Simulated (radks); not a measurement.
Spherical quantum dot in the effective-mass picture: electrons in a well V = -V0 / (1 + exp((r - R)/a)) with V0 = 7.43, R = 2.99, a = 0.36, with a point charge +1 (a donor) at the centre, all in effective atomic units (hartree* = m*/eps^2 hartree, bohr* = eps/m* bohr), one dielectric constant everywhere. Calculated with a radial shooting solver with Libxc functionals: non-relativistic Kohn-Sham, PBE, spin-polarised, spherical densities. Levels are named by radial order and angular momentum (1s, 1p, 1d, 2s, ...), and open shells are averaged over m. Results are scaled to m* = 0.302 and eps = 12.2, for which hartree* = 55.21 meV and bohr* = 2.138 nm. Each electron was tried in the lowest free levels, single moves between levels near the top were tried too, and the lowest total energy was kept; such a search can miss a lower state. The series stops at N = 12: beyond it a trial failed or the search could not be trusted, so later rows were left out. At N = 1 the Hartree and exchange-correlation terms need not cancel, so that row can carry a self-interaction error.

N	open shells	2S	E (meV)	mu = E(N) - E(N-1) (meV)	addition energy mu(N+1) - mu(N) (meV)
1	1s(up 1, down 0)	1	-427.377	-427.38	42.87
2	none	0	-811.885	-384.51	75.68
3	1p(up 1, down 0)	1	-1120.71	-308.82	24.14
4	1p(up 2, down 0)	2	-1405.39	-284.68	24.93
5	1p(up 3, down 0)	3	-1665.14	-259.75	32.48
6	1p(up 3, down 1)	2	-1892.41	-227.27	22.71
7	1p(up 3, down 2)	1	-2096.97	-204.56	23.36
8	none	0	-2278.17	-181.20	59.68
9	1d(up 1, down 0)	1	-2399.69	-121.52	21.54
10	1d(up 2, down 0)	2	-2499.66	-99.974	21.60
11	1d(up 3, down 0)	3	-2578.04	-78.377	21.56
12	1d(up 4, down 0)	4	-2634.86	-56.821	-

All shells are closed at N = 2, 8 (there: 1s2 1p6); the second difference of the energy has clear peaks (12 % above both neighbours; the first and last values, which can be the largest, are not judged, and half-filled shells can peak too) at N = 2, 5, 8.
